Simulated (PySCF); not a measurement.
## A ladder of Hamiltonians for Ag²⁹⁺ (silver, charge +29)

Occupied: 1s1/2, 2s1/2, 2p1/2, 2p3/2, 3s1/2, 3p1/2, 3p3/2. Hartree-Fock calculated with PySCF 2.14 in an even-tempered Gaussian basis (21 s from 2 bohr⁻², ratio 2.3; 16 p from 2.4 bohr⁻², ratio 2.3), Gaussian nucleus throughout. NR is non-relativistic, sf-X2C the spin-free one-electron X2C Hamiltonian, X2C adds the bare one-electron spin-orbit term, X2C-SNSO screens it by Boettger's factors, DC is four-component Dirac-Coulomb, and the Gaunt term is added at first order (total energies over the DC spinors, levels after relaxing the spinors in that mean field). QED terms are absent. Levels marked empty are virtual spinors of this ion; the basis has s and p functions only, so 3d, which can lie below the n = 4 levels, is absent.

```
Hamiltonian  E (hartree)  E − E(DC) (hartree)  CPU seconds
         NR   -4610.9603             116.7163         0.58
     sf-X2C   -4725.4779               2.1986         0.41
        X2C   -4726.5603               1.1162         0.41
   X2C-SNSO   -4726.4677               1.2089         0.42
         DC   -4727.6766               0.0000           25
   DC+Gaunt   -4723.9468               3.7298           47
```

| level (eV) | NR | sf-X2C | X2C | X2C-SNSO | DC | DC+Gaunt |
| --- | --- | --- | --- | --- | --- | --- |
| 1s1/2 | -26280.6 | -27065.0 | -27063.2 | -27063.3 | -27084.0 | -27027.4 |
| 2s1/2 | -5048.1 | -5249.1 | -5248.6 | -5248.7 | -5251.0 | -5245.6 |
| 2p1/2 | -4794.1 | -4851.2 | -4980.4 | -4974.5 | -4975.2 | -4966.2 |
| 2p3/2 | -4794.1 | -4851.2 | -4791.9 | -4794.4 | -4796.2 | -4789.8 |
| 3s1/2 | -1845.4 | -1899.8 | -1899.6 | -1899.6 | -1900.1 | -1899.0 |
| 3p1/2 | -1742.2 | -1761.9 | -1791.3 | -1790.0 | -1790.1 | -1788.1 |
| 3p3/2 | -1742.2 | -1761.9 | -1748.3 | -1748.9 | -1749.2 | -1747.8 |
| 4s1/2 (empty) | -892.14 | -911.88 | -911.85 | -911.85 | -912.01 | -911.60 |
| 4p1/2 (empty) | -854.58 | -862.66 | -872.56 | -872.12 | -872.16 | -871.47 |
| 4p3/2 (empty) | -854.58 | -862.66 | -858.09 | -858.28 | -858.40 | -857.91 |

```json
{"interval (eV)": "2p3/2 − 2p1/2", "sf-X2C": "7.734e-13", "X2C": "188.5", "X2C-SNSO": "180.2", "DC": "179.0", "DC+Gaunt": "176.4"}
{"interval (eV)": "3p3/2 − 3p1/2", "sf-X2C": "-6.574e-12", "X2C": "43.04", "X2C-SNSO": "41.14", "DC": "40.91", "DC+Gaunt": "40.32"}
{"interval (eV)": "4p3/2 − 4p1/2", "sf-X2C": "-4.244e-10", "X2C": "14.47", "X2C-SNSO": "13.84", "DC": "13.77", "DC+Gaunt": "13.57"}
```

Weight of the small component: 1s1/2 0.0296, 2s1/2 0.00636, 2p1/2 0.00631, 2p3/2 0.00608, 3s1/2 0.00219, 3p1/2 0.00213, 3p3/2 0.00207, 4s1/2 0.000980, 4p1/2 0.000956, 4p3/2 0.000936.

Koopmans' value for the highest occupied level at DC+Gaunt: 1747.8 eV, against an ionisation energy of 1747 ± 5 eV (semi-empirical (NIST evaluation); NIST Atomic Spectra Database, ionization energies); the former lacks relaxation, correlation, QED and recoil.

The whole ladder took 80 s of wall time on 1 thread of Intel(R) Xeon(R) Platinum 8223CL CPU @ 3.00GHz (shared host), launched as `OMP_NUM_THREADS=1 python relrun2.py TASK.json OUT` (a driver that calls PySCF for each Hamiltonian).

Dirac-Coulomb iterations, started from the X2C spinors:

```
with_ssss True, with_gaunt False, with_breit False
light speed = 137.03599967994
init E= -4717.01018000979
cycle= 1 E= -4727.67622418615  delta_E= -10.7  |g|= 0.863  |ddm|= 0.073
cycle= 2 E= -4727.67655692287  delta_E= -0.000333  |g|= 0.0167  |ddm|= 0.00873
cycle= 3 E= -4727.67655814976  delta_E= -1.23e-06  |g|= 0.00102  |ddm|= 0.000823
cycle= 4 E= -4727.67655815483  delta_E= -5.07e-09  |g|= 4.95e-06  |ddm|= 4.82e-05
```
